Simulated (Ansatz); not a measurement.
Ansatz (an electronic-structure program) input (B3LYP-D3(BJ)/def2-TZVP):

Ansatz 0.2 input:
```yaml
crystal:
  periodic: [false, false, false]
  atoms:
    - {symbol: B, position_ang: [-0.12982255, 0.37926474, 0.13892500]}
    - {symbol: F, position_ang: [0.13611709, 1.41188228, 0.92627457]}
    - {symbol: H, position_ang: [-1.08981180, 0.50617175, -0.57045514]}
    - {symbol: N, position_ang: [0.52822771, -0.76725066, 0.03930906]}
    - {symbol: H, position_ang: [0.44717159, -1.60809306, -0.49210298]}
basis:
  gaussian:
    orbitals: def2-TZVP
hamiltonian:
  xc: b3lyp
  dispersion: d3bj
magnetization: {spin_polarized: true, initial_magnetization: 1}
relax: {f_tol: 0.002, max_steps: 150}
```

End of the output:

```
integrals: 0.02 GiB planned
568 factors; their error is unknown
mean field: 0.31 GiB planned
mean field -4918.19410253 eV, -180.7402995964 hartree, gradient 1.4e-5 eV, S^2 0.754405; 0 other end points of the search recorded, 0 dependent functions left out
the calculation of the forces begins
reference -4918.19430610 eV, -180.7403070773 hartree; 12, 11 occupied and 93, 94 virtual orbitals, 568 factors
relax step  17: F+E_penalty+E_count = -4918.27798276 eV  Δ(F+E_penalty+E_count) = -1.167e-4 eV  max|allowed force component| = 2.979e-2 eV/Å  Δτ_max = 0.0035 Å  (39 SCF iters, accepted)
these checks for a lower state are left out or cut short: starts, cluster_reference, orbital_swaps, neighbouring_geometries, increment
integrals: 0.02 GiB planned
568 factors; their error is unknown
mean field: 0.31 GiB planned
mean field -4918.19413333 eV, -180.7403007282 hartree, gradient 1.6e-5 eV, S^2 0.754399; 0 other end points of the search recorded, 0 dependent functions left out
the calculation of the forces begins
reference -4918.19433689 eV, -180.7403082090 hartree; 12, 11 occupied and 93, 94 virtual orbitals, 568 factors
relax step  18: F+E_penalty+E_count = -4918.27802260 eV  Δ(F+E_penalty+E_count) = -3.985e-5 eV  max|allowed force component| = 1.158e-2 eV/Å  Δτ_max = 0.0024 Å  (30 SCF iters, accepted)
these checks for a lower state are left out or cut short: starts, cluster_reference, orbital_swaps, neighbouring_geometries, increment
integrals: 0.02 GiB planned
568 factors; their error is unknown
mean field: 0.31 GiB planned
mean field -4918.19413795 eV, -180.7403008979 hartree, gradient 2.4e-5 eV, S^2 0.754396; 0 other end points of the search recorded, 0 dependent functions left out
the calculation of the forces begins
reference -4918.19434150 eV, -180.7403083783 hartree; 12, 11 occupied and 93, 94 virtual orbitals, 568 factors
relax step  19: F+E_penalty+E_count = -4918.27803785 eV  Δ(F+E_penalty+E_count) = -1.525e-5 eV  max|allowed force component| = 4.422e-3 eV/Å  Δτ_max = 0.0023 Å  (29 SCF iters, accepted)
these checks for a lower state are left out or cut short: starts, cluster_reference, orbital_swaps, neighbouring_geometries, increment
integrals: 0.02 GiB planned
568 factors; their error is unknown
mean field: 0.31 GiB planned
mean field -4918.19414062 eV, -180.7403009961 hartree, gradient 1.3e-5 eV, S^2 0.754396; 0 other end points of the search recorded, 0 dependent functions left out
the calculation of the forces begins
reference -4918.19434417 eV, -180.7403084765 hartree; 12, 11 occupied and 93, 94 virtual orbitals, 568 factors
relax step  20: F+E_penalty+E_count = -4918.27804273 eV  Δ(F+E_penalty+E_count) = -4.872e-6 eV  max|allowed force component| = 1.525e-3 eV/Å  Δτ_max = 0.0025 Å  (29 SCF iters, accepted)
integrals: 0.02 GiB planned
568 factors; their error is unknown
mean field: 0.31 GiB planned
mean field evaluation 160: about -4918.1941 eV, gradient 1.7e-5 eV
mean field -4918.19414062 eV, -180.7403009961 hartree, gradient 1.7e-5 eV, S^2 0.754396; 3 other end points of the search recorded, 0 dependent functions left out
the calculation of the forces begins
reference -4918.19434417 eV, -180.7403084765 hartree; 12, 11 occupied and 93, 94 virtual orbitals, 568 factors
Total energy: -4918.27824628 eV, -180.7433918219 hartree
Atom 0 at    -0.213905     0.379259     0.104726 Å, force     0.001296     0.000136     0.001525 eV/Å
Atom 1 at     0.293926     1.355317     0.856545 Å, force    -0.000557     0.001239    -0.000223 eV/Å
Atom 2 at    -1.172482     0.606852    -0.580070 Å, force    -0.000684     0.000375    -0.000132 eV/Å
Atom 3 at     0.244366    -0.940889     0.180375 Å, force    -0.000925    -0.000617    -0.001092 eV/Å
Atom 4 at     0.739978    -1.478564    -0.519625 Å, force     0.000870    -0.001134    -0.000077 eV/Å
Dipole moment:     0.086844    -0.203803    -0.346957 e Å
```

It need not be the lowest isomer of its formula.
